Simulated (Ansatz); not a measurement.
Consider the cleavage of the In–Al bond: `[CH3][Al]([CH3])[InH2]` + HCl → `[Cl][InH2]` + `[CH3][AlH][CH3]`.

Isolated molecules relaxed with PBE0-D4/def2-TZVP in Ansatz; ΔE leaves out vibrations. CCSD(T)/CBS is the MP2 limit (def2-TZVPP, def2-QZVPP) plus CCSD(T) − MP2 in def2-TZVPP, frozen cores. This one scheme is used for every species. Functionals use def2-TZVPP. B3LYP here is the variant with VWN-RPA as its local correlation; programs differ in this. HSE06 is defined as in plane-wave codes. def2 core potentials past Kr. For In outer-core shells are correlated without core-valence functions, which leaves a few kJ/mol of doubt a bond.

`[CH3][Al]([CH3])[InH2]`:

Z-matrix (Å, degrees):
```
C
Al 1 1.961
H 1 1.092 2 114.0
H 1 1.097 2 109.2 3 119.6
H 1 1.095 2 111.4 3 -123.0
C 2 1.962 1 117.9 3 158.8
In 2 2.675 1 121.0 3 -21.3
H 6 1.097 2 109.1 1 -79.8
H 6 1.092 2 114.2 1 160.5
H 6 1.095 2 111.3 1 37.5
H 7 1.743 2 124.2 1 -89.0
H 7 1.743 2 124.2 1 91.1
```

HCl:

Z-matrix (Å, degrees):
```
Cl
H 1 1.279
```

`[Cl][InH2]`:

```xyz
4

Cl   -1.176    0.775   -1.535
In    0.147   -0.097    0.192
H     1.293   -1.226   -0.372
H    -0.264    0.548    1.716
```

`[CH3][AlH][CH3]`:

Z-matrix (Å, degrees):
```
C
Al 1 1.954
H 1 1.092 2 113.4
H 1 1.095 2 111.1 3 121.8
H 1 1.096 2 110.4 3 -120.9
C 2 1.954 1 121.2 3 -176.1
H 2 1.595 1 120.2 3 4.5
H 6 1.096 2 110.5 1 -117.3
H 6 1.093 2 113.4 1 3.7
H 6 1.095 2 111.0 1 125.4
```

Problem. Is it downhill or uphill in electronic energy at CCSD(T)/CBS, and by how much? (Estimate.)

Solution. Computed: Downhill: ΔE = -21.1 kcal/mol.

Problem. What do these levels give: B3LYP-D4, ωB97M-V, HSE06, RPA@PBE/def2-TZVPP, CCSD/def2-SVP, CCSD/def2-TZVPP? (Estimate.)

Solution. The calculation gave: B3LYP-D4 -21.7, ωB97M-V -22.4, HSE06 -20.2, RPA@PBE/def2-TZVPP -19.7, CCSD/def2-SVP -22.2, CCSD/def2-TZVPP -20.7 kcal/mol.

Largest T1 diagnostic among the species: 0.014.

Leaving LDA and LC-ωPBE aside and taking each functional with its dispersion term where it has one, the values, not all of them listed here, spread over 7.0 kcal/mol, from B97M-V to PBE-D4. LDA lies +1.5 kcal/mol from PBE without D4. In def2-TZVPP, CCSD(T) changes the Hartree–Fock value by +7.0 kcal/mol (the triples alone add +0.5 kcal/mol) and MP2 by +6.0 kcal/mol. From PBE to PBE0 (25 % exact exchange), in def2-TZVPP and without D4, ΔE moves by −1.1 kcal/mol.
